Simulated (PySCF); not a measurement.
Ligands exchanged one at a time, B SH-H. All species are isolated molecules in the gas phase. One relaxed conformer stands for each flexible species; it need not be the lowest. Strings in code marks are SMILES.

The brightest of the four lowest singlets (TDA) from two functionals at the same geometries (CAM-B3LYP-D3(BJ)/def2-TZVP), both in PySCF: PBE-D3(BJ)/def2-TZVP and TPSSh-D3(BJ)/def2-TZVP. Excitations are Tamm–Dancoff values on a coarser integration grid. The basis has no diffuse functions, so Rydberg states are missing or too high.

```csv
species,TPSSh-D3(BJ)/def2-TZVP (eV)
0 of 3 SH replaced by H (`B(S)(S)S`),5.96
"1 of 3 SH replaced by H (`B(S)S` (H–S–B–S torsion 0°, S–B–S–H torsion 0°))",5.98
2 of 3 SH replaced by H,6.62
```

**Question.** What does PBE-D3(BJ)/def2-TZVP give for each?

**Answer.** 
- 0 of 3 SH replaced by H (`B(S)(S)S`): 5.69
- 1 of 3 SH replaced by H (`B(S)S` (H–S–B–S torsion 0°, S–B–S–H torsion 0°)): 5.72
- 2 of 3 SH replaced by H: 6.43
Over these rows, drawn at random from the members with no instability flagged (it was tested for open shells, ions and some series alone), PBE minus TPSSh-D3(BJ): mean -0.24 eV, from -0.26 eV to -0.19 eV.
